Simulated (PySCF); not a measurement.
Theory: core-valence-separated Tamm–Dancoff BHandHLYP/aug-pcX-1 (pcseg-1 on H, def2-SVPD on S) in PySCF, non-relativistic, gas phase, PBE0-D3(BJ)/def2-SVP geometry. The energies are unshifted.

Main lines of an unknown, eV (oscillator strength): C K: 283.4 (0.035), 283.4 (0.068), 283.5 (0.063), 285.0 (0.082), 285.2 (0.066); O K: 529.3 (0.047), 533.4 (0.021), 535.0 (0.007), 535.1 (0.006), 535.6 (0.008). Listed: the first five lines at most of each edge with a tenth or more of its strongest line's intensity; roots within 0.03 eV on the same or equivalent atoms are summed. Only the lowest roots were sought, and the top ones are left out.

**Question.** Which candidate gives them?
A. `O=C(O)c1cccs1`
B. `s1c(O)cc(cc1)=O`
C. `O=COC1=CC=CS1`
D. `CC[S@@](=O)COC`

**Answer.** C. 

- `O=COc1cccs1`: C K: 283.4 (0.035), 283.4 (0.068), 283.5 (0.063), 285.0 (0.082), 285.2 (0.066); O K: 529.3 (0.047), 533.4 (0.021), 535.0 (0.007), 535.1 (0.006), 535.6 (0.008). First C line listed at 283.4 eV, hole on the aromatic CH carbon (1s→π*); first O line listed at 529.3 eV, hole on the ester carbonyl oxygen (1s→π*).
- `O=c1ccsc(O)c1`: C K: 282.6 (0.049), 283.2 (0.029), 283.2 (0.075), 283.9 (0.072), 284.9 (0.079); O K: 528.3 (0.043), 533.3 (0.023), 533.5 (0.014). First C line listed at 282.6 eV, hole on the unsaturated ring CH carbon (1s→π*); first O line listed at 528.3 eV, hole on the carbonyl oxygen (1s→π*).
- `O=C(O)c1cccs1`: C K: 282.7 (0.054), 283.2 (0.059), 283.4 (0.039), 283.5 (0.054), 285.0 (0.015); O K: 529.2 (0.039), 532.7 (0.014), 533.4 (0.024), 534.1 (0.005). First C line listed at 282.7 eV, hole on the aromatic CH carbon (1s→π*); first O line listed at 529.2 eV, hole on the acid carbonyl oxygen (1s→π*).
- `CC[S@@](=O)COC`: C K: 285.4 (0.010), 285.6 (0.058), 286.2 (0.006), 286.3 (0.017), 286.3 (0.016); O K: 530.4 (0.040), 531.7 (0.019), 532.9 (0.005), 533.0 (0.011), 533.7 (0.015). First C line listed at 285.4 eV, hole on the methyl carbon; first O line listed at 530.4 eV, hole on the sulfinyl oxygen.

One conformer each; other structures than these candidates weren't tested.

The values belong to the conformer `[O:1]=[CH:2][O:3][c:4]1[cH:5][cH:6][cH:7][s:8]1`: O1–C2–O3–C4 0°, C2–O3–C4–C5 -1°.
